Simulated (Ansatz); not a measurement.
Consider the hydrogen abstraction from a Ga–H bond: `C[O][GaH2]` + Cl• → `C[O][GaH]`• + HCl.

Calculated with Ansatz (gas phase, PBE0-D4/def2-TZVP geometries, no zero-point term in ΔE). CCSD(T)/CBS adds triple-zeta CCSD(T) − MP2 to the extrapolated MP2 energy (def2 sets, frozen cores). This one scheme is used for every species, atoms too. Functionals use def2-TZVPP. Open shells (•) are unrestricted, without spin–orbit coupling. Spin–orbit coupling would lower the free atoms: a little for Cl. Bonds to Ga are less sure, by a few kJ/mol each and by 10 to 20 or more in all where they break to atoms, as the def2 sets lack core-valence functions. Scalar relativity is left out up to krypton.

```csv
level,ΔE (eV)
BLYP-D4,-1.08
HF/def2-QZVPP,-0.55
```

**Question.** What does CCSD(T)/CBS give? (Best estimate.)

**Answer.** Ansatz gave: -0.91 eV. The listed levels differ from it by -0.17, 0.36 eV.

Largest T1 diagnostic among the species: 0.018.

From r2SCAN to r2SCAN0 (25 % exact exchange), in def2-TZVPP and without D4, ΔE moves by +0.09 eV. At CCSD(T), def2-SVP lies +0.17 eV from the extrapolated value and def2-TZVPP +0.04 eV.

CCSD(T)/CBS has its own doubt, a few kJ/mol and more with outer-core shells, so smaller differences from it don't rank the levels.
